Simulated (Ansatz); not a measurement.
Relaxation of the cluster Sn5H2 with RKS PBE-D4/def2-SVP.

```sh
$ ansatz run in.yaml --threads 4 --pin off --events-out ev --progress --plain --max-ram 4787MiB
```

```yaml
crystal:
  periodic: [false, false, false]
  atoms:
    - {symbol: Sn, position_ang: [-1.831270, -1.337240, -0.499130]}
    - {symbol: Sn, position_ang: [0.555470, -2.264020, 0.538320]}
    - {symbol: Sn, position_ang: [2.889560, -0.532520, 0.405400]}
    - {symbol: Sn, position_ang: [0.277410, 0.666990, 0.135290]}
    - {symbol: Sn, position_ang: [-2.412630, 1.504190, -0.506710]}
    - {symbol: H, position_ang: [3.060940, 0.011660, -1.277490]}
    - {symbol: H, position_ang: [-2.539480, 1.950930, 1.204320]}
basis:
  gaussian: {orbitals: def2-SVP}
hamiltonian: {xc: pbe, dispersion: d4}
scf: {lower_state_search: "off"}
output: {orbitals: {seedname: orbitals}}
relax: {f_tol: 0.02, max_steps: 100}
```

It took 45 s on 4 threads of Arm Neoverse V1 on a shared host.

Positions (Å) and forces (eV/Å) at steps 1, 2, 3, 4, 5, 6, 7, 8, 9, 10, 11, 12, 13, 14, 15, 16, 17, 19, 22, 23 of 23:

```xyz
7
step=1 energy=-29192.4654 eV
Sn   -1.831   -1.337   -0.499   -0.147   -0.237   -0.097
Sn    0.555   -2.264    0.538   -0.070   -0.304    0.106
Sn    2.890   -0.533    0.405    0.651   -0.066    0.368
Sn    0.277    0.667    0.135   -0.016    0.099    0.003
Sn   -2.413    1.504   -0.507   -0.406    0.350   -0.401
H     3.061    0.012   -1.277   -0.079    0.117   -0.274
H    -2.539    1.951    1.204    0.066    0.040    0.294
7
step=2 energy=-29192.5151 eV
Sn   -1.875   -1.368   -0.515    0.198    0.070   -0.015
Sn    0.569   -2.313    0.551   -0.090    0.226    0.006
Sn    3.070   -0.559    0.460   -0.349    0.103   -0.283
Sn    0.265    0.640    0.107    0.000   -0.175   -0.013
Sn   -2.554    1.590   -0.556    0.206   -0.136    0.273
H     3.041    0.036   -1.279   -0.005   -0.053    0.224
H    -2.516    1.973    1.232    0.040   -0.034   -0.193
7
step=3 energy=-29192.5602 eV
Sn   -1.847   -1.373   -0.552    0.034    0.015   -0.009
Sn    0.544   -2.297    0.586   -0.009    0.041    0.009
Sn    2.994   -0.540    0.440   -0.053    0.027    0.010
Sn    0.264    0.633    0.108   -0.006   -0.053   -0.017
Sn   -2.500    1.556   -0.536    0.038    0.000   -0.004
H     3.007    0.057   -1.271   -0.058    0.004    0.007
H    -2.462    1.963    1.225    0.053   -0.034    0.004
7
step=4 energy=-29192.5710 eV
Sn   -1.835   -1.376   -0.575   -0.011   -0.025   -0.041
Sn    0.533   -2.289    0.607   -0.006   -0.034    0.044
Sn    2.960   -0.516    0.451    0.073   -0.001    0.038
Sn    0.261    0.627    0.101   -0.005    0.008   -0.015
Sn   -2.467    1.552   -0.545   -0.046    0.051   -0.024
H     2.930    0.074   -1.261   -0.049    0.019   -0.017
H    -2.383    1.927    1.222    0.044   -0.018    0.016
7
step=5 energy=-29192.5873 eV
Sn   -1.810   -1.392   -0.646   -0.048   -0.050   -0.045
Sn    0.505   -2.280    0.673    0.004   -0.068    0.045
Sn    2.933   -0.492    0.469    0.107   -0.013    0.035
Sn    0.254    0.613    0.077    0.025    0.089   -0.004
Sn   -2.446    1.551   -0.556   -0.067    0.067   -0.003
H     2.784    0.124   -1.235   -0.050    0.007   -0.011
H    -2.221    1.876    1.218    0.029   -0.032   -0.017
7
step=6 energy=-29192.6095 eV
Sn   -1.775   -1.385   -0.726    0.016   -0.042   -0.045
Sn    0.481   -2.248    0.751   -0.034   -0.012    0.043
Sn    2.935   -0.468    0.492   -0.021   -0.032   -0.034
Sn    0.264    0.637    0.058    0.044    0.090    0.000
Sn   -2.436    1.577   -0.574    0.004   -0.029    0.053
H     2.593    0.131   -1.209   -0.037    0.027    0.027
H    -2.062    1.757    1.207    0.029   -0.002   -0.044
7
step=7 energy=-29192.6357 eV
Sn   -1.713   -1.400   -0.835    0.036   -0.026    0.057
Sn    0.430   -2.221    0.867   -0.027    0.034   -0.061
Sn    2.922   -0.494    0.481   -0.097    0.018   -0.085
Sn    0.278    0.657    0.048    0.076    0.130    0.013
Sn   -2.428    1.561   -0.576    0.075   -0.023    0.079
H     2.412    0.201   -1.180   -0.067   -0.055    0.116
H    -1.901    1.695    1.195    0.004   -0.077   -0.119
7
step=8 energy=-29192.6678 eV
Sn   -1.665   -1.380   -0.881    0.085   -0.012    0.065
Sn    0.413   -2.180    0.927   -0.046    0.059   -0.056
Sn    2.916   -0.491    0.468   -0.095   -0.058   -0.006
Sn    0.306    0.711    0.057    0.042    0.094    0.010
Sn   -2.390    1.579   -0.593    0.056   -0.063   -0.004
H     2.221    0.192   -1.140   -0.042    0.012   -0.006
H    -1.802    1.569    1.162   -0.001   -0.032   -0.002
7
step=9 energy=-29192.6760 eV
Sn   -1.579   -1.349   -0.928    0.104   -0.033    0.074
Sn    0.377   -2.118    1.017   -0.050    0.021   -0.041
Sn    2.894   -0.526    0.448   -0.146    0.002   -0.205
Sn    0.353    0.792    0.090    0.002    0.072   -0.037
Sn   -2.324    1.589   -0.634    0.108   -0.049    0.233
H     2.029    0.194   -1.156    0.114   -0.046    0.177
H    -1.750    1.418    1.163   -0.133    0.034   -0.203
7
step=10 energy=-29192.7014 eV
Sn   -1.537   -1.327   -0.907    0.044   -0.047    0.018
Sn    0.366   -2.079    1.052    0.027   -0.023    0.018
Sn    2.897   -0.597    0.377   -0.071   -0.047   -0.010
Sn    0.387    0.839    0.095    0.073   -0.021    0.043
Sn   -2.303    1.592   -0.633    0.006    0.033    0.045
H     2.044    0.200   -1.143   -0.021    0.068   -0.039
H    -1.854    1.373    1.159   -0.058    0.037   -0.074
7
step=11 energy=-29192.7459 eV
Sn   -1.452   -1.314   -0.838    0.007    0.051   -0.022
Sn    0.388   -2.106    1.127    0.091   -0.027    0.086
Sn    2.882   -0.723    0.224    0.034   -0.101   -0.022
Sn    0.442    0.865    0.228   -0.061   -0.017   -0.115
Sn   -2.224    1.617   -0.705    0.145   -0.011    0.067
H     1.984    0.299   -1.145   -0.093    0.083    0.042
H    -2.020    1.362    1.109   -0.122    0.021   -0.036
7
step=12 energy=-29192.7976 eV
Sn   -1.377   -1.296   -0.787    0.022    0.045   -0.023
Sn    0.415   -2.099    1.211    0.184    0.027    0.078
Sn    2.885   -0.842    0.092   -0.274    0.020   -0.087
Sn    0.493    0.903    0.284    0.223   -0.191    0.047
Sn   -2.095    1.647   -0.755   -0.096    0.015    0.292
H     1.891    0.373   -1.134   -0.007    0.023    0.088
H    -2.211    1.315    1.087   -0.052    0.061   -0.396
7
step=13 energy=-29192.8642 eV
Sn   -1.286   -1.278   -0.727    0.007    0.051    0.021
Sn    0.448   -2.124    1.308    0.183    0.067   -0.036
Sn    2.818   -0.938   -0.064   -0.113   -0.089   -0.086
Sn    0.569    0.893    0.385   -0.087    0.072    0.029
Sn   -2.014    1.670   -0.787    0.011   -0.087    0.394
H     1.842    0.472   -1.128   -0.004   -0.074    0.120
H    -2.376    1.304    1.014    0.003    0.060   -0.441
7
step=14 energy=-29192.9241 eV
Sn   -1.205   -1.252   -0.659   -0.048    0.084    0.012
Sn    0.525   -2.142    1.353    0.198    0.046   -0.031
Sn    2.790   -1.029   -0.226   -0.345    0.076   -0.019
Sn    0.600    0.914    0.515    0.077   -0.062   -0.022
Sn   -1.929    1.696   -0.804   -0.017   -0.100    0.221
H     1.750    0.499   -1.080    0.078   -0.059    0.120
H    -2.531    1.314    0.902    0.057    0.016   -0.280
7
step=15 energy=-29192.9667 eV
Sn   -1.269   -1.236   -0.492    0.020    0.166   -0.096
Sn    0.606   -2.179    1.376    0.052    0.127    0.007
Sn    2.677   -1.070   -0.386   -0.086    0.020   -0.089
Sn    0.608    0.896    0.613    0.014   -0.035   -0.011
Sn   -1.836    1.729   -0.858    0.009   -0.233    0.163
H     1.782    0.616   -1.003    0.011   -0.110    0.127
H    -2.568    1.244    0.750   -0.019    0.065   -0.101
7
step=16 energy=-29192.9861 eV
Sn   -1.177   -1.216   -0.492   -0.077    0.113    0.001
Sn    0.637   -2.143    1.442    0.072    0.076   -0.089
Sn    2.576   -1.150   -0.531   -0.098    0.109    0.048
Sn    0.646    0.927    0.681    0.080   -0.113    0.026
Sn   -1.789    1.715   -0.842   -0.084   -0.142    0.030
H     1.783    0.642   -0.942    0.026   -0.089    0.063
H    -2.674    1.225    0.684    0.080    0.046   -0.079
7
step=17 energy=-29192.9963 eV
Sn   -1.213   -1.222   -0.462   -0.004    0.086   -0.013
Sn    0.659   -2.156    1.418    0.036    0.070   -0.047
Sn    2.581   -1.130   -0.548   -0.083    0.038    0.031
Sn    0.633    0.911    0.699    0.009   -0.084    0.026
Sn   -1.793    1.694   -0.872   -0.008   -0.103    0.009
H     1.785    0.645   -0.909    0.032   -0.028    0.003
H    -2.652    1.259    0.674    0.018    0.023   -0.010
7
step=19 energy=-29192.9985 eV rejected
Sn   -1.226   -1.246   -0.461    0.074   -0.028    0.113
Sn    0.708   -2.121    1.439   -0.085   -0.017   -0.087
Sn    2.504   -1.137   -0.651    0.010   -0.001    0.020
Sn    0.592    0.876    0.755    0.006    0.002   -0.012
Sn   -1.776    1.649   -0.913    0.003    0.003   -0.046
H     1.822    0.679   -0.823   -0.002    0.038   -0.012
H    -2.625    1.299    0.653   -0.006    0.003    0.025
7
step=22 energy=-29193.0025 eV
Sn   -1.222   -1.243   -0.429    0.007    0.001    0.003
Sn    0.699   -2.154    1.417    0.005   -0.014   -0.002
Sn    2.517   -1.125   -0.634    0.005   -0.012    0.000
Sn    0.614    0.879    0.756   -0.024    0.017   -0.001
Sn   -1.776    1.636   -0.916    0.000    0.005   -0.012
H     1.817    0.687   -0.840   -0.004    0.002    0.002
H    -2.648    1.320    0.646    0.009    0.001    0.009
7
step=23 energy=-29193.0028 eV
Sn   -1.221   -1.245   -0.431    0.001   -0.004    0.002
Sn    0.699   -2.154    1.416    0.002   -0.010    0.003
Sn    2.513   -1.125   -0.638   -0.001    0.003    0.000
Sn    0.604    0.881    0.759    0.001    0.001   -0.007
Sn   -1.778    1.632   -0.924   -0.004    0.006   -0.002
H     1.814    0.688   -0.832    0.002    0.001    0.003
H    -2.631    1.322    0.651    0.000    0.003    0.000
```

In the def2 sets Sn takes a core potential; there is no spin–orbit coupling. The restricted singlet is unstable towards broken spin symmetry in Hartree–Fock (as tested in another run); at PBE-D4/def2-SVP this wasn't settled. Another isomer (singlet) lies 0.61 eV lower at PBE0-D4/def2-TZVP; other spin states weren't run for this one.
